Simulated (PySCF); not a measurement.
## Radial density of Ca⁺ (calcium, charge +1)

UHF, [Ar] 4s1, 2S determinant. All numbers are calculated (PySCF 2.14, the spin-free X2C one-electron Hamiltonian (Gaussian nucleus), in x2c-SVPall).

```json
{"r (bohr)": "0.00128", "4πr²ρ (e/bohr)": "0.1249", "4πr²(ρα − ρβ)": "0.0001"}
{"r (bohr)": "0.00216", "4πr²ρ (e/bohr)": "0.3419", "4πr²(ρα − ρβ)": "0.0001"}
{"r (bohr)": "0.00364", "4πr²ρ (e/bohr)": "0.8932", "4πr²(ρα − ρβ)": "0.0004"}
{"r (bohr)": "0.00611", "4πr²ρ (e/bohr)": "2.180", "4πr²(ρα − ρβ)": "0.0009"}
{"r (bohr)": "0.0103", "4πr²ρ (e/bohr)": "5.054", "4πr²(ρα − ρβ)": "0.0020"}
{"r (bohr)": "0.0173", "4πr²ρ (e/bohr)": "10.51", "4πr²(ρα − ρβ)": "0.0040"}
{"r (bohr)": "0.0291", "4πr²ρ (e/bohr)": "18.27", "4πr²(ρα − ρβ)": "0.0062"}
{"r (bohr)": "0.0489", "4πr²ρ (e/bohr)": "23.47", "4πr²(ρα − ρβ)": "0.0057"}
{"r (bohr)": "0.0823", "4πr²ρ (e/bohr)": "20.16", "4πr²(ρα − ρβ)": "0.0002"}
{"r (bohr)": "0.138", "4πr²ρ (e/bohr)": "17.44", "4πr²(ρα − ρβ)": "0.0019"}
{"r (bohr)": "0.233", "4πr²ρ (e/bohr)": "24.41", "4πr²(ρα − ρβ)": "0.0180"}
{"r (bohr)": "0.392", "4πr²ρ (e/bohr)": "16.41", "4πr²(ρα − ρβ)": "0.0026"}
{"r (bohr)": "0.659", "4πr²ρ (e/bohr)": "5.870", "4πr²(ρα − ρβ)": "0.0368"}
{"r (bohr)": "1.11", "4πr²ρ (e/bohr)": "7.541", "4πr²(ρα − ρβ)": "0.0238"}
{"r (bohr)": "1.86", "4πr²ρ (e/bohr)": "2.283", "4πr²(ρα − ρβ)": "0.0723"}
{"r (bohr)": "3.14", "4πr²ρ (e/bohr)": "0.3956", "4πr²(ρα − ρβ)": "0.3167"}
{"r (bohr)": "5.27", "4πr²ρ (e/bohr)": "0.1396", "4πr²(ρα − ρβ)": "0.1396"}
{"r (bohr)": "8.87", "4πr²ρ (e/bohr)": "0.0009801", "4πr²(ρα − ρβ)": "0.0010"}
```

Densities and radii are taken from the X2C orbitals without a picture-change correction, which distorts them close to the nucleus.
